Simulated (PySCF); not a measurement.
# Which basis set comes closest?

Molecule: Dimethyldichlorosilane (C[Si](C)(Cl)Cl, C$_{2}$H$_{6}$Cl$_{2}$Si).

Bonds (- single, = double, # triple, : aromatic): C1-Si2 1.857 Å, Si2-C3 1.857 Å, Si2-Cl4 2.072 Å, Si2-Cl5 2.073 Å. C1 carries H6, H7, H8; C3 carries H9, H10, H11.

Geometry PBE0-D3(BJ)/def2-SVP throughout; GIAO in PySCF, gas phase, one conformer, non-relativistic; equivalent atoms averaged; functional PBE0.

Reference values (measured; solution; U. Herzog, Habilitationsschrift, TU Bergakademie Freiberg, 2002/2003): δ(Si2) = 32.0 ppm vs TMS. Computed shifts are taken against TMS, calculated as an isolated molecule at each level.

Q: How do the basis sets STO-3G, 6-31G, pcSseg-0, 6-31G*, def2-SVP, cc-pVDZ, pcSseg-1, aug-cc-pVDZ, 6-311+G(2d,p), def2-TZVP, cc-pVTZ, IGLO-III, pcSseg-2 perform against the reference? Times are CPU seconds on shared hosts with different chips, so compare them loosely.

A: 
| basis set | functions | Si2 | abs. error Si | core-s |
| --- | --- | --- | --- | --- |
| STO-3G | 43 | 46.2 | 14.2 | 2.1 |
| 6-31G | 69 | 89.8 | 57.8 | 4.1 |
| pcSseg-0 | 69 | 98.8 | 66.8 | 3.8 |
| 6-31G* | 94 | 62.2 | 30.2 | 5.8 |
| def2-SVP | 112 | 52.5 | 20.5 | 6.3 |
| cc-pVDZ | 112 | 48.7 | 16.7 | 7.6 |
| pcSseg-1 | 136 | 53.3 | 21.3 | 12 |
| aug-cc-pVDZ | 181 | 41.0 | 9.0 | 15 |
| 6-311+G(2d,p) | 195 | 47.3 | 15.3 | 14 |
| def2-TZVP | 209 | 44.0 | 12.0 | 16 |
| cc-pVTZ | 246 | 44.9 | 12.9 | 24 |
| IGLO-III | 262 | 42.3 | 10.3 | 24 |
| pcSseg-2 | 285 | 45.2 | 13.2 | 35 |

For ²⁹Si the closest is aug-cc-pVDZ (9.0 ppm) and the furthest pcSseg-0 (66.8 ppm). Where a smaller basis beats a larger one, errors probably cancel; the largest sets show where the functional converges. One molecule is a small sample, and vibrational and solvent effects are absent from the calculation.

A small basis that lands close on one nucleus may do so by chance; judge by the trend and by all nuclei.
